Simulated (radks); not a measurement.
Ionisation of neutral neon, [Ne], to [He] 2s2 2p5 as the strength of local exchange is varied. Calculated with a radial shooting solver on a logarithmic mesh with Libxc functionals: scalar-relativistic Kohn-Sham, Slater X-alpha exchange (alpha = 2/3 is LDA exchange), no correlation, spin-polarised, spherical densities, finite nucleus; Fermi nuclear charge, rms radius 3.0055 fm.

| alpha | E(Ne) (hartree) | exchange (hartree) | IE (eV) | -e of the level emptied (eV) | <r> of it (bohr) |
|---|---|---|---|---|---|
| 0.667 | -127.64092 | -10.95689 | 20.499 | 12.049 (2p) | 0.9897 |
| 0.766 | -129.27685 | -12.73057 | 22.503 | 13.865 (2p) | 0.9648 |
| 0.769 | -129.32672 | -12.78490 | 22.565 | 13.922 (2p) | 0.9640 |
| 0.786 | -129.60965 | -13.09344 | 22.919 | 14.245 (2p) | 0.9599 |
| 0.854 | -130.74697 | -14.33861 | 24.358 | 15.566 (2p) | 0.9441 |
| 0.967 | -132.65670 | -16.44670 | 26.838 | 17.865 (2p) | 0.9193 |
| 0.988 | -133.01431 | -16.84381 | 27.312 | 18.306 (2p) | 0.9149 |

NIST Atomic Spectra Database: 21.565 eV (measured). The Delta-SCF value meets it near alpha = 0.72. Open shells are spherical and high-spin; term and fine-structure splittings are not resolved.
